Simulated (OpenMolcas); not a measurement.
An atom or ion with 25 electrons was computed by SS-RASPT2, IPEA 0.25 Eh, imaginary shift 0.1 Eh with spin-orbit coupling (OpenMolcas, ANO-RCC-VTZP, DKH2). The lowest levels that the run gave, each within 12 % of the measured value where one is at hand:

```csv
J,Parity,E (cm-1),g
9/2,even,0.0,1.333
7/2,even,940,1.238
5/2,even,1623,1.029
3/2,even,2090,0.400
5/2,even,15150,1.600
3/2,even,15330,1.702
1/2,even,15850,2.608
9/2,even,16630,1.108
7/2,even,17530,0.889
3/2,even,19420,1.322
1/2,even,20180,0.728
11/2,even,22630,1.091
```

**Question.** Which ion is it, and what are the configurations and terms?

**Answer.** Co2+ (Z = 27, charge +2; active space 7 electrons in 9 orbitals (RAS2 3d 4s; RAS3 4p, at most 2 electrons)). J, parity and g give the terms where levels are pure, and mixed ones are named by the computed weights; the size of the splittings, set against known spectra of the 25-electron sequence, gives the charge. In order, with the measured energies in cm-1 (Sugar and Corliss, J. Phys. Chem. Ref. Data 10, 1097 (1981)): 3d7 4F 9/2, 3d7 4F 7/2 (841), 3d7 4F 5/2 (1451), 3d7 4F 3/2 (1867), 3d7 4P 5/2 (15202), 3d7 4P 3/2 (15428), 3d7 4P 1/2 (15811), 3d7 2G 9/2 (16978), 3d7 2G 7/2 (17766), 3d7 2P 3/2 (20195), 3d7 2P 1/2, 3d7 2H 11/2 (22720).

Term energies are means over components that CASPT2 splits; among the terms shown or strongly mixed into the levels shown the widest spread is 670 cm-1 (3d7 4F). Some high roots are left out of the spin-orbit mixing, which shifts the levels that they would mix with. Terms from blocks run as CI alone lack orbitals of their own. Measured partners are found by configuration, term and J. A level has none where our copy of the source lacks it or the pairing is in doubt (some pairs that miss far off the trend of their configuration count as doubtful), and it then counts in no deviation. Levels of configurations outside the active space are missing.
